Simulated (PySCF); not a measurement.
Ligand exchange on a metal centre used in film growth or etching (Ti Cl-NH2). Gas-phase values, no solvent. One relaxed conformer stands for each flexible species; it need not be the lowest.

Calculation: PBE-D3(BJ)/def2-TZVP // r2SCAN-D4/def2-SVP (PySCF). All candidates: neutral, multiplicity 1. 

| Property | Value |
|---|---|
| HOMO | -5.42 eV |
| HOMO–LUMO gap | 3.76 eV |
| LUMO | -1.66 eV |

**Question.** Name which member has these values.
A. [Ti(Cl)3(NH2)]
B. [Ti(Cl)2(NH2)2]
C. [Ti(Cl)4]
D. [Ti(NH2)4]

**Answer.** D, [Ti(NH2)4]. The others give [Ti(Cl)3(NH2)]: -7.12 eV, 3.01 eV, -4.11 eV; [Ti(Cl)2(NH2)2]: -6.53 eV, 3.26 eV, -3.27 eV; [Ti(Cl)4]: -8.26 eV, 3.68 eV, -4.58 eV
